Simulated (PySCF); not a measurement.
Mapped SMILES: `[O:1]=[CH:2][Si:3]([SiH3:4])([SiH3:5])[SiH2:6][O:7][SiH3:8]`. Hydrogens are named by the atom that carries them.

How the numbers were obtained: GIAO PBE0/pcSseg-1 shieldings, geometry from GFN2-xTB, in PySCF 2.14.0 with density-fitted response routines (non-relativistic, one averaged value for each set of equivalent atoms, one conformer, no solvent model).

References, each an isolated molecule treated in the same way: TMS for ¹³C (186.93 ppm), ¹H (31.72 ppm), ²⁹Si (349.16 ppm); H2O for ¹⁷O (336.08 ppm).

```tsv
atoms	nucleus	count	Hirshfeld charge	δ (ppm)
H(Si8)	¹H	3	-0.08	5.00
C2	¹³C	1	0.04	244.5
O7	¹⁷O	1	-0.31	-9.1
H(Si6)	¹H	2	-0.08	?
H(C2)	¹H	1	0.03	?
Si6	²⁹Si	1	0.32	-22.7
Si8	²⁹Si	1	0.39	-43.1
Si4/Si5	²⁹Si	2	0.22	-112.2
H(Si4)/H(Si5)	¹H	6	-0.07	3.80
Si3	²⁹Si	1	0.10	?
O1	¹⁷O	1	-0.21	945.0
```

Complete the table.

## Answers


- H(C2): 12.31 ppm, hydrogen on a carbonyl carbon
- H(Si6): 6.00 ppm, hydrogen on a silicon bonded to O, Si
- Si3: -88.3 ppm, silicon bonded to C, 3 Si

Shifts are as computed. Against solution values, carbons near 30 ppm lie about +3 ppm off and those near 130 ppm about +5 ppm. Of 1211 compounds with measured shifts, 218 miss one by over three times the rms of a fit or turn the order of signals round; such compounds aren't used in these exercises. Unscaled 17O shifts of doubly bonded oxygen tend to come out too high, by tens of ppm or more. Experimental scales use liquid or dissolved standards, which lie at an offset from isolated H2O (liquid H2O: subtract about 36 ppm).
